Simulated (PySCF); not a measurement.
PbCl2, SMILES [Cl][Pb][Cl] (connectivity only; charge and spin as stated), neutral, multiplicity 1. Atoms are numbered in the order given.

```xyz
3

Pb     0.0000     0.0000     0.4684
Cl     0.0000    -1.8417    -1.1296
Cl     0.0000     1.8417    -1.1296
```

Geometry: ωB97X-D3(BJ)/def2-TZVP. The isomer is the one that the SMILES or the coordinates give; other isomers of the formula were not compared. The def2 effective core potentials stand for the cores of Pb; spin–orbit coupling is left out.

Computed with ωB97X/def2-TZVPD in PySCF.

Symmetry labels are those of the subgroup C2v that the program uses (full group C2v).

Computed valence orbital energies around the gap with their symmetry:
```json
[
 {"orbital": "HOMO−7", "symmetry": "B2", "energy (eV)": "-24.33"},
 {"orbital": "HOMO−6", "symmetry": "A1", "energy (eV)": "-17.23"},
 {"orbital": "HOMO−5", "symmetry": "B2", "energy (eV)": "-12.31"},
 {"orbital": "HOMO−4", "symmetry": "A1", "energy (eV)": "-11.81"},
 {"orbital": "HOMO−3", "symmetry": "B1", "energy (eV)": "-11.66"},
 {"orbital": "HOMO−2", "symmetry": "A2", "energy (eV)": "-11.16"},
 {"orbital": "HOMO−1", "symmetry": "B2", "energy (eV)": "-10.91"},
 {"orbital": "HOMO", "symmetry": "A1", "energy (eV)": "-10.42"},
 {"orbital": "LUMO", "symmetry": "B1", "energy (eV)": "-1.37"},
 {"orbital": "LUMO+1", "symmetry": "A1", "energy (eV)": "0.60"},
 {"orbital": "LUMO+2", "symmetry": "B2", "energy (eV)": "0.74"},
 {"orbital": "LUMO+3", "symmetry": "A1", "energy (eV)": "1.49"}
]
```
